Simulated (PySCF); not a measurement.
CH₈FNSi₂, SMILES C[SiH2][Si@@H](N)F. Atoms are numbered in the order given.

```xyz
13

C      1.9873     0.6430    -1.5505
Si     0.6807    -0.6364    -1.0652
Si    -0.3878     0.0467     0.9034
N     -1.1923     1.5304     0.5632
F     -1.4002    -1.1540     1.3887
H      2.4521     0.3949    -2.5175
H      1.5270     1.6404    -1.6292
H      2.7830     0.6961    -0.7905
H      1.2972    -1.9870    -0.8997
H     -0.3568    -0.7375    -2.1402
H      0.5150     0.3024     2.0598
H     -1.5212     2.1363     1.3098
H     -1.7729     1.6264    -0.2647
```
Charge 0, spin multiplicity 1.

Geometry: B3LYP-D3(BJ)/def2-SVP. The structure was generated by enumeration; whether it is a known compound was not checked. The values are those of a single conformer.

The numbers are results of PBE0/pcSseg-1 (PySCF), not measurements.

GIAO shieldings, no solvent; atoms listed in one row are averaged. δ = σ(ref) − σ: ¹³C against TMS (σ = 186.3 ppm); ²⁹Si against TMS (σ = 352.7 ppm); ¹⁵N against NH3 (σ = 267.4 ppm); ¹⁹F against CFCl3 (σ = 167.2 ppm); ¹H against TMS (σ = 31.56 ppm), references at their B3LYP-D3(BJ)/def2-TZVP geometries, non-relativistic.

Computed chemical shifts:
```json
[
 {"nucleus": "¹³C", "atoms": "C1", "count": "1", "δ (ppm)": "-8.5"},
 {"nucleus": "²⁹Si", "atoms": "Si3", "count": "1", "δ (ppm)": "-0.8"},
 {"nucleus": "²⁹Si", "atoms": "Si2", "count": "1", "δ (ppm)": "-76.2"},
 {"nucleus": "¹⁵N", "atoms": "N4", "count": "1", "δ (ppm)": "45.6"},
 {"nucleus": "¹⁹F", "atoms": "F5", "count": "1", "δ (ppm)": "-153.8"},
 {"nucleus": "¹H", "atoms": "H11", "count": "1", "δ (ppm)": "5.40"},
 {"nucleus": "¹H", "atoms": "H9, H10", "count": "2", "δ (ppm)": "4.00"},
 {"nucleus": "¹H", "atoms": "H12", "count": "1", "δ (ppm)": "2.09"},
 {"nucleus": "¹H", "atoms": "H13", "count": "1", "δ (ppm)": "1.62"},
 {"nucleus": "¹H", "atoms": "H6, H7, H8", "count": "3", "δ (ppm)": "0.51"}
]
```
